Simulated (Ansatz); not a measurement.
Relative stability

Two relaxed structures of Al$_{2}$H$_{2}$F$_{2}$, closed shell (PBE0-D4/def2-TZVP; forces vanish, vibrations not checked).

A:

F1  (1.872, -0.665, 2.170)
Al2  (0.082, -0.953, 0.661)
F3  (1.183, -2.218, 0.390)
Al4  (-0.216, 1.480, -0.538)
H5  (2.178, -1.434, 1.725)
H6  (-1.714, 1.841, 0.026)
(Å)

B:

| atom | x (Å) | y (Å) | z (Å) |
| --- | --- | --- | --- |
| F1 | 1.4022 | -0.7105 | 2.0167 |
| Al2 | 0.7656 | -0.8728 | 0.5047 |
| F3 | 1.1885 | -2.2429 | -0.3089 |
| Al4 | -0.7970 | 0.9086 | -0.5254 |
| H5 | -1.3864 | 0.7057 | -1.9841 |
| H6 | -1.1730 | 2.2119 | 0.2970 |

Ansatz 0.2.0; basis: def2-TZVPP; cores frozen in the correlated methods. B3LYP uses VWN-RPA correlation.

Task: Which structure is lower at CCSD(T), and by how much? (An estimate is asked for; the value comes from the calculation.)

Result: The calculation gives: B, by 70.10 kcal/mol (electronic energy, against the other). By their contacts, A is a complex of AlF + AlH + HF and B is Al₂H₂F₂ ([F][Al]([F])[AlH2]).

All methods give the same order:

```json
{"method": "PBE-D4", "E(B) − E(A) (kcal/mol)": "-61.85"}
{"method": "r2SCAN-D4", "E(B) − E(A) (kcal/mol)": "-71.42"}
{"method": "PBE0-D4", "E(B) − E(A) (kcal/mol)": "-67.37"}
{"method": "B3LYP-D4", "E(B) − E(A) (kcal/mol)": "-67.68"}
{"method": "wB97M-V", "E(B) − E(A) (kcal/mol)": "-67.37"}
{"method": "HF", "E(B) − E(A) (kcal/mol)": "-81.74"}
{"method": "MP2", "E(B) − E(A) (kcal/mol)": "-75.12"}
{"method": "CCSD", "E(B) − E(A) (kcal/mol)": "-71.98"}
{"method": "CCSD(T)", "E(B) − E(A) (kcal/mol)": "-70.10"}
```

No T1 diagnostic of these runs exceeds 0.016. The restricted Hartree–Fock reference is unstable towards an unrestricted one at one or more of these structures. A large double-excitation amplitude points to some diradical character; no triplet was computed.

Labels in which every atom is bracketed show which atoms are joined, not bond orders.

For scale, one of the runs: CCSD(T)/def2-TZVPP, 174 basis functions, launched by `ansatz run in.yaml --threads 2 --pin off --events-out ev --progress --plain --max-ram 4352MiB`. The run took 33 s on 2 CPU threads of an Arm Neoverse V2 (shared host), with 1.5 GiB of host memory at its peak.
